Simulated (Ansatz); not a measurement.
A short molecular-dynamics run on `C1OC[SiH2]1`.

```yaml
crystal:
  periodic: [false, false, false]
  atoms:
    - {symbol: C, position_ang: [-0.888419, 0.568438, -0.621282]}
    - {symbol: O, position_ang: [-0.853771, -0.872697, -0.575070]}
    - {symbol: C, position_ang: [0.375162, -1.176245, 0.116167]}
    - {symbol: Si, position_ang: [0.589422, 0.651785, 0.558781]}
    - {symbol: H, position_ang: [-0.714324, 0.934732, -1.639585]}
    - {symbol: H, position_ang: [-1.857564, 0.940394, -0.279105]}
    - {symbol: H, position_ang: [1.119586, -1.597453, -0.569280]}
    - {symbol: H, position_ang: [0.196274, -1.895442, 0.919556]}
    - {symbol: H, position_ang: [0.293266, 1.032383, 1.966327]}
    - {symbol: H, position_ang: [1.823567, 1.362904, 0.126290]}
basis:
  gaussian: {orbitals: "6-31G*"}
hamiltonian: {xc: {name: PBE}, dispersion: d3bj}
md: {timestep: 2 fs, n_steps: 50, ensemble: nvt_langevin, temperature: 1500, initial_velocities: maxwell_boltzmann, friction: 0.01, seed: 656}
```

```sh
$ ansatz run in.yaml --threads 2 --pin off --events-out ev --progress --plain --max-ram 4352MiB
```

```csv
step,time (fs),potential energy (eV),kinetic (eV),T (K),conserved (eV)
0,0.0,-12085.2562,1.7450,1350,–
1,2.0,-12084.7758,1.3985,1082,–
2,4.0,-12084.0781,0.7287,564,–
3,6.0,-12083.9527,0.5578,432,–
4,8.0,-12084.1517,0.6714,519,–
5,10.0,-12084.5202,1.0774,834,–
6,12.0,-12084.6721,1.4075,1089,–
7,14.0,-12084.6061,1.2813,991,–
8,16.0,-12084.3984,1.1081,857,–
9,18.0,-12084.2639,0.8926,691,–
10,20.0,-12083.9911,0.7402,573,–
11,22.0,-12084.0456,0.8523,659,–
12,24.0,-12084.1016,0.9122,706,–
13,26.0,-12083.7903,0.6976,540,–
14,28.0,-12083.7778,0.8499,658,–
15,30.0,-12084.0814,1.2341,955,–
16,32.0,-12084.2906,1.4389,1113,–
17,34.0,-12084.3204,1.4757,1142,–
18,36.0,-12084.0096,1.3467,1042,–
19,38.0,-12083.9546,1.2172,942,–
20,40.0,-12084.1850,1.3625,1054,–
21,42.0,-12083.7412,1.3019,1007,–
22,44.0,-12083.6460,1.1495,889,–
23,46.0,-12083.8274,1.4526,1124,–
24,48.0,-12083.6477,1.3696,1060,–
25,50.0,-12083.7715,1.4121,1092,–
26,52.0,-12083.9686,1.5742,1218,–
27,54.0,-12084.0308,1.8220,1410,–
28,56.0,-12084.5617,2.2218,1719,–
29,58.0,-12084.1685,1.9043,1473,–
30,60.0,-12084.0923,1.9145,1481,–
31,62.0,-12084.4848,2.1931,1697,–
32,64.0,-12084.0041,1.5359,1188,–
33,66.0,-12083.7153,1.3714,1061,–
34,68.0,-12083.5979,1.2181,942,–
35,70.0,-12083.8221,1.6611,1285,–
36,72.0,-12084.1213,1.7438,1349,–
37,74.0,-12083.8830,1.5359,1188,–
38,76.0,-12084.2068,1.5119,1170,–
39,78.0,-12084.2980,1.4612,1130,–
40,80.0,-12084.1505,1.4592,1129,–
41,82.0,-12084.1250,1.5039,1163,–
42,84.0,-12084.1478,1.6960,1312,–
43,86.0,-12084.0781,1.6558,1281,–
44,88.0,-12083.9254,1.4964,1158,–
45,90.0,-12083.7303,1.4727,1139,–
46,92.0,-12084.1609,1.5853,1226,–
47,94.0,-12084.3392,1.6945,1311,–
48,96.0,-12084.0259,1.4380,1112,–
49,98.0,-12083.8378,1.1816,914,–
50,100.0,-12083.9763,1.2983,1004,–
```

Velocities are drawn at the set temperature; a run this short doesn't reach equilibrium.

Frames (Å, forces in eV/Å):

```xyz
10
time=0.0 fs
C    -0.888    0.568   -0.621    0.025    0.107   -0.002
O    -0.854   -0.873   -0.575   -0.511   -0.467   -0.229
C     0.375   -1.176    0.116    0.101    0.001    0.042
Si    0.589    0.652    0.559    0.238    0.256    0.196
H    -0.714    0.935   -1.640    0.042    0.188   -0.370
H    -1.858    0.940   -0.279   -0.352    0.161    0.101
H     1.120   -1.597   -0.569    0.309   -0.181   -0.214
H     0.196   -1.895    0.920   -0.034   -0.278    0.287
H     0.293    1.032    1.966   -0.052    0.070    0.255
H     1.824    1.363    0.126    0.235    0.142   -0.067
10
time=6.0 fs
C    -0.884    0.491   -0.612    0.407    6.195   -3.574
O    -0.838   -0.821   -0.632   -0.068   -6.324    1.613
C     0.376   -1.201    0.181   -1.346   -0.006    0.331
Si    0.583    0.659    0.551    0.519    1.890    1.758
H    -0.688    0.667   -1.755    0.192    1.466    1.243
H    -1.774    1.208   -0.447    0.011   -1.745    0.447
H     1.221   -1.615   -0.449   -1.007   -0.333    0.559
H    -0.081   -1.803    1.041    1.348    0.101   -0.954
H     0.316    1.204    2.065    0.122   -0.721   -1.393
H     1.792    1.514    0.150   -0.178   -0.523   -0.031
10
time=12.0 fs
C    -0.855    0.583   -0.681    0.817   -0.311    0.406
O    -0.844   -0.873   -0.636    0.818   -0.477    0.032
C     0.348   -1.207    0.211    0.296    0.307   -0.771
Si    0.586    0.670    0.562    0.248   -0.357   -2.285
H    -0.580    0.901   -1.674    0.169    0.456   -0.912
H    -1.810    1.044   -0.431   -0.595   -0.159    0.201
H     1.286   -1.734   -0.227   -1.484    0.571   -0.239
H    -0.078   -1.871    0.946    0.186   -0.408    1.015
H     0.383    1.259    1.782   -0.850    0.846    3.002
H     1.737    1.557    0.178    0.394   -0.466   -0.449
10
time=18.0 fs
C    -0.796    0.682   -0.743   -1.231   -1.704    1.015
O    -0.845   -0.946   -0.630    1.435    1.634   -0.792
C     0.300   -1.209    0.238   -0.343    0.378    0.593
Si    0.604    0.687    0.566   -1.441    0.497    1.381
H    -0.551    1.253   -1.712   -0.700   -1.371    0.684
H    -1.858    0.736   -0.329    1.107    1.228   -0.844
H     1.140   -1.759   -0.165    0.760   -0.017   -1.302
H     0.034   -1.936    1.023   -0.569    0.445    0.573
H     0.181    1.413    1.953    0.397   -0.901   -1.137
H     1.770    1.489    0.129    0.585   -0.189   -0.172
10
time=24.0 fs
C    -0.771    0.712   -0.769   -0.943   -1.929    1.318
O    -0.833   -0.995   -0.645    0.317    2.472   -0.178
C     0.253   -1.217    0.294    2.099    0.127   -1.325
Si    0.617    0.706    0.595   -0.439   -0.480   -0.856
H    -0.705    1.293   -1.722    0.274   -1.162   -0.111
H    -1.802    0.832   -0.378    0.364    0.582    0.028
H     1.131   -1.685   -0.373   -1.169    0.544    1.691
H     0.054   -1.856    1.207   -0.244    0.285   -0.930
H     0.015    1.331    1.876    0.710   -0.129   -0.422
H     1.988    1.264    0.023   -0.970   -0.310    0.786
10
time=30.0 fs
C    -0.770    0.674   -0.761   -1.367   -1.839    1.468
O    -0.827   -0.998   -0.642   -0.113    3.263    0.106
C     0.253   -1.200    0.337   -2.118    2.642    1.262
Si    0.633    0.740    0.622   -1.294   -2.653   -2.200
H    -0.855    1.091   -1.765    0.944   -0.522   -0.771
H    -1.769    1.068   -0.373    0.830   -0.643    0.338
H     1.024   -1.557   -0.231    2.807   -1.714   -1.167
H    -0.007   -1.810    1.229   -0.110   -0.077   -0.466
H    -0.016    1.270    1.783    0.005    0.857    1.248
H     2.034    0.952    0.215    0.415    0.687    0.183
10
time=36.0 fs
C    -0.800    0.563   -0.744    0.424   -1.273   -0.916
O    -0.820   -0.947   -0.612    0.580    1.775    0.739
C     0.243   -1.137    0.375    1.428   -1.743   -0.396
Si    0.643    0.762    0.613   -0.839   -1.232    1.567
H    -0.779    0.670   -1.892   -0.065    0.872    1.645
H    -1.620    1.089   -0.175   -0.106   -0.573   -0.916
H     1.254   -1.700   -0.093   -2.217    1.249    0.640
H    -0.110   -1.886    1.144    0.252    0.767   -0.212
H    -0.023    1.394    2.074    1.035   -0.543   -2.035
H     2.174    0.786    0.545   -0.491    0.703   -0.114
10
time=42.0 fs
C    -0.816    0.412   -0.746    1.589    3.505    0.318
O    -0.775   -0.881   -0.576    0.165   -4.805    0.846
C     0.247   -1.100    0.408   -2.858    1.216    2.037
Si    0.642    0.787    0.632    1.296   -1.731   -0.583
H    -0.664    0.550   -1.783   -0.281    1.673   -1.627
H    -1.587    0.936   -0.209   -1.389    0.665   -0.120
H     1.032   -1.617    0.049    3.480   -1.740   -2.373
H    -0.107   -1.847    1.113   -0.572    0.121    1.156
H     0.278    1.372    1.881   -0.995    0.821    1.165
H     2.175    0.870    0.865   -0.434    0.275   -0.821
10
time=48.0 fs
C    -0.784    0.376   -0.767   -1.713    6.506   -0.323
O    -0.723   -0.897   -0.503   -0.894   -4.110   -0.751
C     0.219   -1.093    0.493    3.861   -1.765   -0.068
Si    0.653    0.811    0.660   -1.064   -0.366    2.045
H    -0.596    0.861   -1.811   -0.141   -1.403    0.965
H    -1.852    0.768   -0.405    1.777    0.076   -0.607
H     1.198   -1.608   -0.103   -1.876    0.825    1.741
H    -0.096   -1.804    1.323    0.146    0.678   -0.795
H     0.295    1.520    2.048   -0.521   -0.454   -1.126
H     2.092    1.114    0.969    0.426    0.013   -1.082
10
time=54.0 fs
C    -0.750    0.495   -0.761    3.147   -1.519    1.489
O    -0.680   -0.983   -0.446   -1.061    1.736   -1.778
C     0.272   -1.119    0.579   -1.484    3.100    0.955
Si    0.657    0.834    0.688   -2.712   -0.159    1.982
H    -0.510    0.914   -1.731    0.588   -0.735   -1.092
H    -1.739    0.718   -0.610   -2.838    1.288    0.991
H     1.114   -1.436    0.132    3.657   -2.429   -1.109
H    -0.128   -1.675    1.412    0.118   -0.499    0.663
H     0.096    1.578    2.033    0.268   -0.686   -1.343
H     2.025    1.431    0.763    0.317   -0.097   -0.759
10
time=60.0 fs
C    -0.653    0.583   -0.733   -1.087   -1.724   -0.942
O    -0.637   -1.047   -0.430    0.664    3.017    0.309
C     0.327   -1.071    0.688    1.561   -0.752   -1.091
Si    0.640    0.861    0.724    0.714   -1.358   -3.137
H    -0.274    0.728   -1.813   -0.521   -0.274    1.274
H    -1.803    0.945   -0.702    2.447   -0.657    0.175
H     1.360   -1.629    0.355   -2.205    0.698    0.855
H    -0.167   -1.564    1.576    0.737    0.284   -0.444
H    -0.090    1.511    1.675   -1.246    1.648    2.565
H     1.985    1.644    0.339   -1.064   -0.880    0.435
10
time=66.0 fs
C    -0.555    0.595   -0.725    1.090   -3.522   -0.702
O    -0.577   -1.069   -0.406    0.576    2.535    1.537
C     0.373   -1.017    0.770   -1.010   -0.109   -1.001
Si    0.617    0.862    0.741   -3.006    0.871    0.578
H    -0.083    0.419   -1.721   -0.207    1.030    0.303
H    -1.518    1.068   -0.795   -0.964   -0.063   -0.045
H     1.159   -1.728    0.674    1.608   -0.557   -0.978
H    -0.031   -1.443    1.676   -1.193    0.295    0.952
H    -0.395    1.679    1.839    1.771   -0.945   -1.066
H     1.609    1.648    0.026    1.334    0.465    0.423
10
time=72.0 fs
C    -0.459    0.505   -0.754   -1.804   -1.257    0.487
O    -0.493   -1.022   -0.334   -0.206    1.408    0.493
C     0.404   -0.976    0.843   -0.821   -1.820    1.009
Si    0.554    0.853    0.761    1.630    1.853   -2.541
H    -0.016    0.432   -1.725    0.731    0.433   -0.857
H    -1.415    1.128   -0.870    0.318   -1.410    0.214
H     1.248   -1.706    0.748   -0.302    0.418   -0.062
H    -0.146   -1.244    1.841    0.550    0.131   -1.345
H    -0.176    1.612    1.730   -0.434    0.674    1.134
H     1.554    1.720   -0.091    0.339   -0.429    1.467
10
time=78.0 fs
C    -0.386    0.396   -0.800   -0.808    1.610   -1.014
O    -0.436   -0.945   -0.258   -1.149   -0.940   -2.325
C     0.402   -0.960    0.899    1.390   -0.345   -1.219
Si    0.512    0.837    0.754    1.358    3.784    0.361
H     0.129    0.595   -1.829   -0.328   -0.865    1.447
H    -1.365    0.954   -0.905    0.077   -1.102   -0.004
H     1.337   -1.549    0.731   -0.629   -0.244    0.597
H    -0.274   -1.167    1.672   -0.405   -1.344    2.084
H     0.018    1.685    1.936   -0.233   -0.374   -0.422
H     1.640    1.675    0.227    0.727   -0.181    0.495
10
time=84.0 fs
C    -0.327    0.339   -0.837   -1.510    1.742    0.652
O    -0.423   -0.899   -0.216   -0.421   -3.677   -1.422
C     0.393   -0.944    0.937   -1.604   -0.690    2.433
Si    0.505    0.860    0.742    1.755    4.227    3.540
H     0.330    0.494   -1.688    0.163   -0.443   -0.859
H    -1.390    0.604   -0.985    0.359    0.706   -0.732
H     1.328   -1.468    0.891    0.842   -0.968   -0.427
H    -0.257   -1.382    1.797    1.115    0.559   -1.009
H     0.138    1.797    2.066   -0.529   -0.946   -1.487
H     1.890    1.547    0.790   -0.169   -0.511   -0.689
10
time=90.0 fs
C    -0.278    0.337   -0.871    0.044   -0.594   -1.262
O    -0.430   -0.915   -0.228    0.388   -2.285    0.749
C     0.367   -0.940    1.036    0.929   -0.704   -1.406
Si    0.517    0.939    0.775    2.897   -1.484   -0.396
H     0.579    0.271   -1.662   -1.349    0.367    0.533
H    -1.345    0.399   -1.336    1.832    1.254    0.349
H     1.344   -1.568    1.029   -0.611    1.049   -0.900
H    -0.169   -1.606    1.691   -1.074    0.381    1.076
H     0.108    1.732    1.786   -2.165    2.343    2.460
H     2.036    1.371    1.111   -0.893   -0.327   -1.203
10
time=96.0 fs
C    -0.216    0.314   -0.907    1.642   -1.086    2.261
O    -0.438   -0.964   -0.230   -0.505   -0.248    0.295
C     0.324   -0.974    1.115   -1.235    1.741   -2.865
Si    0.544    1.006    0.802   -2.926   -0.540    1.881
H     0.600    0.173   -1.588    1.520    0.022   -0.695
H    -0.980    0.576   -1.615   -1.486    0.607    0.287
H     1.293   -1.385    0.868    0.894   -0.557    0.183
H    -0.250   -1.693    1.720    0.054    0.608    0.500
H    -0.344    2.038    1.870    1.196   -1.169   -1.555
H     1.976    1.201    1.012    0.846    0.622   -0.291
10
time=100.0 fs
C    -0.158    0.273   -0.901    1.845    0.223    0.600
O    -0.455   -1.001   -0.241   -0.628    0.304    0.488
C     0.287   -0.992    1.122    0.952    2.315   -3.588
Si    0.546    1.042    0.825   -1.988   -1.239    0.660
H     0.722    0.128   -1.587    0.105   -0.022    0.379
H    -0.855    0.786   -1.640   -0.454   -0.846    1.353
H     1.368   -1.278    0.795   -1.389   -0.492    1.221
H    -0.283   -1.613    1.835    0.463    0.201   -0.099
H    -0.491    2.071    1.703    1.572   -1.019   -1.081
H     2.070    1.197    0.876   -0.480    0.576    0.066
```

Hardware: 2 threads of an Arm Neoverse V1 on a shared host. Wall time 69 s, peak host memory 0.43 GiB.
